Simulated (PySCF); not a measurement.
C₃H₁₀FNSi, SMILES CN(C)C[SiH2]F.

The structure is a stationary point at B3LYP-D3(BJ)/def2-SVP. This is a generated structure with no PubChem entry under its InChIKey; it may be hypothetical. The values are those of a single conformer.

Two levels are set side by side: TDA-PBE/def2-SVPD (PySCF) and TDA-CAM-B3LYP/def2-SVPD (PySCF). Vertical, same geometry. The lowest singlet is HOMO→LUMO 99 % with PBE and HOMO→LUMO 70 %, HOMO→LUMO+1 19 % with the other functional; states are paired by order. Differences are taken from unrounded values.

| quantity | TDA-CAM-B3LYP | TDA-PBE | TDA-PBE minus TDA-CAM-B3LYP |
|---|---|---|---|
| lowest singlet excitation (eV) | 6.01 | 4.49 | -1.51 |
| lowest triplet excitation (TDA) (eV) | 5.75 | 4.42 | -1.33 |

Functionals without exact exchange tend to place singlet excitations lower, as here. Differences between two approximate levels are no errors against the true value.

Rough cost on one machine, each run with all the roots and properties that it gave: TDA-CAM-B3LYP against TDA-PBE about 4 times.
